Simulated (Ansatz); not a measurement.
Geometry optimisation, Ansatz 0.2.0, RKS PBE-D4/def2-SVP.

The input (input.yaml):

```yaml
crystal:
  periodic: [false, false, false]
  atoms:
    - { symbol: "N", position_ang: [-1.3056, 0.6371, 0.1081] }
    - { symbol: C, position_ang: [-0.0495, 0.8063, -0.533] }
    - { symbol: Ge, position_ang: [1.1264, -0.5492, 0.1555] }
    - { symbol: Se, position_ang: [0.3596, -2.6776, -0.2991] }
    - { symbol: H, position_ang: [-1.9829, 1.3867, -0.3555] }
    - { symbol: H, position_ang: [-1.2559, 0.9613, 1.1023] }
    - { symbol: H, position_ang: [-0.1162, 0.6666, -1.625] }
    - { symbol: H, position_ang: [0.4196, 1.8336, -0.341] }
    - { symbol: H, position_ang: [1.3047, -0.3549, 1.7445] }
    - { symbol: H, position_ang: [2.5506, -0.4012, -0.4782] }
    - { symbol: H, position_ang: [-0.9855, -2.3656, 0.5419] }
basis:
  gaussian: { orbitals: def2-SVP }
hamiltonian:
  xc: pbe
  dispersion: d4
relax:
  f_tol: 0.015
  max_steps: 40
output:
  orbitals: {}
```

Command:

```bash
$ ansatz run input.yaml --threads 2 --pin off --max-ram 3072MiB --backend cpu --events-out ev --progress --plain --runs-dir out
```

Problem. Where does it end, and by what steps?

Solution. The forces met the threshold. After 19 steps the energy has fallen by 0.535 eV; H11 moved furthest, 0.96 Å.

| step | energy less start (eV) | largest force component (eV/Å) | accepted |
| --- | --- | --- | --- |
| 0 | 0.0000 | 3.117 | yes |
| 1 | -0.4113 | 0.937 | yes |
| 2 | -0.4496 | 0.172 | yes |
| 3 | -0.4616 | 0.160 | yes |
| 4 | -0.4660 | 0.560 | yes |
| 5 | -0.4694 | 0.378 | yes |
| 6 | -0.4914 | 0.165 | yes |
| 7 | -0.4993 | 0.104 | yes |
| 8 | -0.5102 | 0.143 | yes |
| 9 | -0.5182 | 0.209 | yes |
| 10 | -0.5235 | 0.181 | yes |
| 11 | -0.5164 | 0.247 | no |
| 12 | -0.5312 | 0.103 | yes |
| 13 | -0.5312 | 0.143 | no |
| 14 | -0.5333 | 0.058 | yes |
| 15 | -0.5344 | 0.036 | yes |
| 16 | -0.5347 | 0.056 | yes |
| 17 | -0.5348 | 0.020 | yes |
| 18 | -0.5346 | 0.053 | no |
| 19 | -0.5348 | 0.004 | yes |

```xyz
11
Properties=species:S:1:pos:R:3
N -1.353 0.439 0.039
C -0.010 0.794 -0.405
Ge 1.324 -0.561 0.244
Se 0.048 -2.543 0.198
H -2.082 0.901 -0.518
H -1.510 0.693 1.022
H 0.028 0.741 -1.512
H 0.334 1.814 -0.112
H 1.819 -0.194 1.678
H 2.558 -0.608 -0.700
H -1.090 -1.531 0.087
```

Whether the end is a true minimum wasn't checked by a vibrational analysis.

Run time: 42 s on 2 threads of Intel(R) Xeon(R) Platinum 8375C CPU @ 2.90GHz (Ice Lake), on a shared host, peak memory 0.21 GiB.
